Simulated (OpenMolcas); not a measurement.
## Au4+ in a point-charge field

Au4+ among 3 point charges of -2 e arranged as a planar triangle (D3h), 1.91 Å from the ion.

```json
{
  "Program": "OpenMolcas 26.06",
  "Method": "CASSCF",
  "Basis": "ANO-RCC-VTZP [8s7p5d3f1g]",
  "Scalar Hamiltonian": "DKH2, point nucleus",
  "Active space": "7 electrons in 5 orbitals (5d)",
  "State averaging": "2S+1 = 4 even, 10 roots; 2S+1 = 2 even, 40 roots",
  "Spin-orbit coupling": "state interaction with AMFI integrals over the reference wave functions"
}
```

The lowest spin-free states (labels of D3, the rotations of D3h), above the lowest:

```json
{"State": "4A2", "Degeneracy": "1", "E (cm-1)": "0.0", "Free-ion L (%)": "F (92)"}
{"State": "4E", "Degeneracy": "2", "E (cm-1)": "580.0", "Free-ion L (%)": "F (81)"}
{"State": "4E", "Degeneracy": "2", "E (cm-1)": "7035", "Free-ion L (%)": "F (100)"}
{"State": "4A1", "Degeneracy": "1", "E (cm-1)": "9641", "Free-ion L (%)": "F (100)"}
{"State": "4A2", "Degeneracy": "1", "E (cm-1)": "9652", "Free-ion L (%)": "F (100)"}
{"State": "2E", "Degeneracy": "2", "E (cm-1)": "15112", "Free-ion L (%)": "G (69)"}
{"State": "2E", "Degeneracy": "2", "E (cm-1)": "15917", "Free-ion L (%)": "H (100)"}
{"State": "2E", "Degeneracy": "2", "E (cm-1)": "17170", "Free-ion L (%)": "G (49)"}
{"State": "2A2", "Degeneracy": "1", "E (cm-1)": "17253", "Free-ion L (%)": "G (69)"}
{"State": "2A1", "Degeneracy": "1", "E (cm-1)": "17296", "Free-ion L (%)": "G (69)"}
{"State": "4E", "Degeneracy": "2", "E (cm-1)": "18792", "Free-ion L (%)": "P (81)"}
{"State": "2A2", "Degeneracy": "1", "E (cm-1)": "19000", "Free-ion L (%)": "P (81)"}
{"State": "2E", "Degeneracy": "2", "E (cm-1)": "19330", "Free-ion L (%)": "D (47)"}
{"State": "2A1", "Degeneracy": "1", "E (cm-1)": "19819", "Free-ion L (%)": "D (51)"}
{"State": "2E", "Degeneracy": "2", "E (cm-1)": "21844", "Free-ion L (%)": "G (60)"}
{"State": "2E", "Degeneracy": "2", "E (cm-1)": "25560", "Free-ion L (%)": "H (69)"}
{"State": "2E", "Degeneracy": "2", "E (cm-1)": "26893", "Free-ion L (%)": "G (43)"}
{"State": "2A1", "Degeneracy": "1", "E (cm-1)": "27531", "Free-ion L (%)": "D (52)"}
{"State": "2A1", "Degeneracy": "1", "E (cm-1)": "28705", "Free-ion L (%)": "H (65)"}
{"State": "2A2", "Degeneracy": "1", "E (cm-1)": "28736", "Free-ion L (%)": "H (65)"}
```

The lowest levels with spin-orbit coupling:

```csv
E (cm-1),Degeneracy,Label,2S+1,g
0.0,2,E1/2,4 (87 %),1.39 6.28 6.28
644.3,2,E3/2,4 (85 %),0.00 0.00 4.17
2553,2,E1/2,4 (85 %),0.01 0.01 7.01
5366,2,E1/2,4 (78 %),0.01 0.01 9.04
6283,2,E3/2,4 (71 %),0.00 0.00 11.33
9252,2,E3/2,4 (64 %),0.00 0.00 4.87
10162,2,E1/2,4 (80 %),2.50 3.37 3.37
13747,2,E1/2,4 (71 %),0.16 0.16 1.11
14382,2,E1/2,4 (90 %),0.00 0.00 6.27
15336,2,E3/2,4 (84 %),0.00 0.00 2.88
18205,2,E1/2,4 (85 %),0.00 0.00 8.32
19212,2,E1/2,4 (63 %),0.55 1.14 1.14
21276,2,E1/2,4 (69 %),1.49 1.74 1.74
21328,2,E1/2,4 (72 %),0.01 0.01 5.56
22381,2,E3/2,2 (77 %),0.00 0.00 9.56
22910,2,E3/2,2 (60 %),0.00 0.00 1.96
23774,2,E1/2,2 (74 %),0.20 0.20 7.07
24434,2,E1/2,2,0.00 0.00 11.97
24470,2,E1/2,2 (83 %),0.20 0.20 4.76
24825,2,E3/2,2 (57 %),0.00 0.00 1.93
```

Powder χT (cm3 K/mol): 2.54 at 2 K, 2.58 at 10 K, 2.78 at 50 K, 3.03 at 100 K, 3.49 at 200 K, 3.83 at 300 K. The effective moment at 300 K is 2.828 √(χT) = 5.53 μB.

Spin-orbit coupling mixes the spin-free states strongly: the lowest level takes only 49 % from its leading state, 4A2. Without dynamic correlation the repulsion within the d shell is too large (B by tens of per cent), so at a given field states of lower spin stand too high. Point charges give a weaker field than real ligands, and real ions of this kind are as a rule low spin; the high spin found here belongs to the model. This is an electrostatic model: the charges have no orbitals. No measured value stands beside these numbers.
